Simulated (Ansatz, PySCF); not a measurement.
H3BeGeI (SMILES [GeH3][Be][I]), singlet, geometry from GFN2-xTB (such geometries of metal compounds can be far from the true shape) (all electrons, no relativity), with bond 2-1 at 1.4 times its length. Base run: CASSCF(6,5)/STO-3G (PySCF).

Here is a job for PySCF.
```python
from pyscf import gto, scf, mcscf
import numpy

mol = gto.M(
    atom='''
Be   -0.28313345   -0.07280738    0.31650443
I     1.83177164    0.63069917   -1.80318579
Ge   -1.78310980   -0.62546601    1.73762516
H    -2.00890369   -2.08963270    1.96792379
H    -1.66032253   -0.17387561    3.16093393
H    -3.19691715   -0.20430674    1.47180037
''',
    basis='sto-3g',
    verbose=4,
)

mf = scf.RHF(mol)
mf.kernel()
mc = mcscf.CASSCF(mf, 5, 6)
mc.fix_spin_(ss=0.0)
mc.kernel()
occ = numpy.linalg.eigvalsh(mc.fcisolver.make_rdm1(mc.ci, mc.ncas, mc.nelecas))[::-1]
ss = mc.fcisolver.spin_square(mc.ci, mc.ncas, mc.nelecas)[0]
print('natural occupations', occ.round(4), ' <S^2>', round(ss, 4))
```

Programs used: Ansatz (an electronic-structure program), PySCF; a row that names a program was run with it.

Each row names what was changed in the base input (with any setting that the change needs).

```
change                                                ΔE vs base (mEh)            natural occupations  <S^2> of the state
----------------------------------------------------  ----------------  -----------------------------  ------------------
base                                                             0.000       1.99 1.99 1.88 0.12 0.02                0.00
active space = 4 electrons, 5 orbitals                          -4.790       1.98 1.88 0.12 0.01 0.01                0.00
correction = SC-NEVPT2                                         -48.436       1.99 1.99 1.88 0.12 0.02                0.00
orbitals = fixed (CASCI); correction = SC-NEVPT2               -47.221       2.00 1.99 1.91 0.09 0.01                0.00
orbitals = fixed (CASCI)                                        12.056       2.00 1.99 1.91 0.09 0.01                0.00
code = ansatz; correction = SC-NEVPT2, all electrons           -49.662                              -                   -
fix_spin_ = off                                                  0.000       1.99 1.99 1.88 0.12 0.02                0.00
active space = 4 electrons, 6 orbitals                          -8.577  1.97 1.88 0.12 0.01 0.01 0.01                0.00
active space = 8 electrons, 6 orbitals                          -0.120  2.00 1.99 1.99 1.88 0.12 0.02                0.00
conv_tol = 1e-5                                                  0.002       1.99 1.99 1.88 0.12 0.02                0.00
active space = 6 electrons, 6 orbitals                          -7.133  1.99 1.98 1.88 0.12 0.02 0.01                0.00
```

Active orbitals are taken around the Fermi level unless the row says otherwise; CASSCF can end in different local minima, and two programs can end on different orbitals. State-averaged rows give the lowest state.
